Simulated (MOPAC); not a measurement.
A run for MOPAC: AM1 on CH4GeS (SMILES [CH3][Ge][SH]), a point of a torsion scan.

```
AM1 1SCF PRECISE CHARGE=0 THREADS=1
CH4GeS

C     -0.94862532 1    -0.10627562 1     0.04092993 1
Ge     0.20766103 1     1.55162278 1    -0.17952542 1
S      2.21476538 1     0.48192396 1     0.02067319 1
H     -0.56917595 1    -0.94880260 1    -0.53742094 1
H     -1.98704397 1     0.06757048 1    -0.23977348 1
H     -0.92864335 1    -0.39722749 1     1.09281018 1
H      2.57370813 1     1.20254241 1     1.07521525 1
```

The log:

```
*******************************************************************************
 **                                                                           **
 **                              MOPAC v23.2.5                                **
 **                                                                           **
 *******************************************************************************
 ** MOPAC's Digital Object Identifier: https://doi.org/10.5281/zenodo.6511958 **
 **                                                                           **
 ** Please cite the open-source release paper for use of this MOPAC version:  **
 ** J. E. Moussa and J. J. P. Stewart (2026)                                  **
 ** MOPAC: An open-source semiempirical molecular orbital program             **
 ** J. Open Source Softw., 11(119), 8025, https://doi.org/10.21105/joss.08025 **
 *******************************************************************************

                              AM1 CALCULATION RESULTS

 *******************************************************************************
 *  AM1        - The AM1 Hamiltonian to be used
 *
 *
 *
 *                 CHARGE ON SYSTEM = 0
 *
 *
 *
 *  PRECISE    - TIGHTER CRITERIA TO BE USED
 *  1SCF       - DO 1 SCF AND THEN STOP
 *  THREADS=1  - MULTI-THREADING NOT USED
 *  T=         - A TIME OF 172800.0 SECONDS REQUESTED
 *  DUMP=N     - RESTART FILE WRITTEN EVERY 7200.0 SECONDS REQUESTED
 *******************************************************************************
AM1 1SCF PRECISE CHARGE=0 THREADS=1
 CH4GeS

   ATOM   CHEMICAL          X               Y               Z
  NUMBER   SYMBOL      (ANGSTROMS)     (ANGSTROMS)     (ANGSTROMS)

     1       C         -0.94862532  *  -0.10627562  *   0.04092993  *
     2      Ge          0.20766103  *   1.55162278  *  -0.17952542  *
     3       S          2.21476538  *   0.48192396  *   0.02067319  *
     4       H         -0.56917595  *  -0.94880260  *  -0.53742094  *
     5       H         -1.98704397  *   0.06757048  *  -0.23977348  *
     6       H         -0.92864335  *  -0.39722749  *   1.09281018  *
     7       H          2.57370813  *   1.20254241  *   1.07521525  *



          CARTESIAN COORDINATES

    NO.       ATOM           X           Y           Z

     1         C         -0.9486     -0.1063      0.0409
     2        Ge          0.2077      1.5516     -0.1795
     3         S          2.2148      0.4819      0.0207
     4         H         -0.5692     -0.9488     -0.5374
     5         H         -1.9870      0.0676     -0.2398
     6         H         -0.9286     -0.3972      1.0928
     7         H          2.5737      1.2025      1.0752

  H: (AM1): M.J.S. DEWAR ET AL, J. AM. CHEM. SOC. 107 3902-3909 (1985)
  C: (AM1): M.J.S. DEWAR ET AL, J. AM. CHEM. SOC. 107 3902-3909 (1985)
  S: (AM1): M.J.S. DEWAR, Y-C YUAN, INORGANIC CHEMISTRY, 29, 3881:3890,  (1990)
 Ge: (AM1): M.J.S.Dewar and C.Jie, Organometallics, 8, 1544, (1989)

           Empirical Formula: C H4 Ge S  =     7 atoms



      MOLECULAR POINT GROUP   :   C1


      RHF CALCULATION, NO. OF DOUBLY OCCUPIED LEVELS = 9


 -------------------------------------------------------------------------------
 AM1 1SCF PRECISE CHARGE=0 THREADS=1
 CH4GeS



     1SCF WAS SPECIFIED, SO BFGS WAS NOT USED
     SCF FIELD WAS ACHIEVED


                              AM1 CALCULATION
                                                       MOPAC v23.2.5 Linux




          FINAL HEAT OF FORMATION =         42.39909 KCAL/MOL =     177.39780 KJ/MOL


          COSMO AREA              =        118.75 SQUARE ANGSTROMS
          COSMO VOLUME            =        110.82 CUBIC ANGSTROMS

          IONIZATION POTENTIAL    =          8.680276 EV
          HOMO LUMO ENERGIES (EV) =         -8.680 -2.034
          NO. OF FILLED LEVELS    =          9
          MOLECULAR WEIGHT        =        120.6926         POINT GROUP:  C1

          MOLECULAR DIMENSIONS (Angstroms)

            Atom       Atom       Distance
            H     7    H     5     4.88035
           Ge     2    H     6     2.30950
            H     4    H     6     1.58392


          SCF CALCULATIONS        =          1





   ATOM   CHEMICAL          X               Y               Z
  NUMBER   SYMBOL      (ANGSTROMS)     (ANGSTROMS)     (ANGSTROMS)

     1       C         -0.94862532  *  -0.10627562  *   0.04092993  *
     2      Ge          0.20766103  *   1.55162278  *  -0.17952542  *
     3       S          2.21476538  *   0.48192396  *   0.02067319  *
     4       H         -0.56917595  *  -0.94880260  *  -0.53742094  *
     5       H         -1.98704397  *   0.06757048  *  -0.23977348  *
     6       H         -0.92864335  *  -0.39722749  *   1.09281018  *
     7       H          2.57370813  *   1.20254241  *   1.07521525  *

                             CARTESIAN COORDINATES

   1    C       -0.948625320    -0.106275620     0.040929930
   2   Ge        0.207661030     1.551622780    -0.179525420
   3    S        2.214765380     0.481923960     0.020673190
   4    H       -0.569175950    -0.948802600    -0.537420940
   5    H       -1.987043970     0.067570480    -0.239773480
   6    H       -0.928643350    -0.397227490     1.092810180
   7    H        2.573708130     1.202542410     1.075215250


           Empirical Formula: C H4 Ge S  =     7 atoms



      MOLECULAR POINT GROUP   :   C1


                  EIGENVALUES
 -29.03054 -19.00352 -14.29483 -13.80181 -13.50765 -12.08885 -11.29576  -9.77590
  -8.68028  -2.03429  -0.94138   0.87401   1.60245   4.26708   4.39514   5.08747


              NET ATOMIC CHARGES AND DIPOLE CONTRIBUTIONS

  ATOM NO.   TYPE          CHARGE      No. of ELECS.   s-Pop       p-Pop
    1          C          -0.543729        4.5437     1.27963     3.26410
    2         Ge           0.685261        3.3147     1.46321     1.85153
    3          S          -0.505984        6.5060     1.92677     4.57921
    4          H           0.092294        0.9077     0.90771
    5          H           0.083114        0.9169     0.91689
    6          H           0.084119        0.9159     0.91588
    7          H           0.104925        0.8951     0.89507
 DIPOLE           X         Y         Z       TOTAL
 POINT-CHG.    -2.345     4.265    -0.099     4.869
 HYBRID         0.468    -3.685     0.933     3.830
 SUM           -1.877     0.580     0.835     2.135


          ATOMIC ORBITAL ELECTRON POPULATIONS

     Atom    s        px        py        pz
    1  C   1.27963   1.08651   1.13333   1.04426
    2 Ge   1.46321   0.59292   1.18501   0.07360
    3  S   1.92677   1.54405   1.58339   1.45177
    4  H   0.90771
    5  H   0.91689
    6  H   0.91588
    7  H   0.89507

 **********************
 *                    *
 * JOB ENDED NORMALLY *
 *                    *
 **********************




 == MOPAC DONE ==
```

The run finished.

Cost: about 0.04 core-seconds (a rough figure).
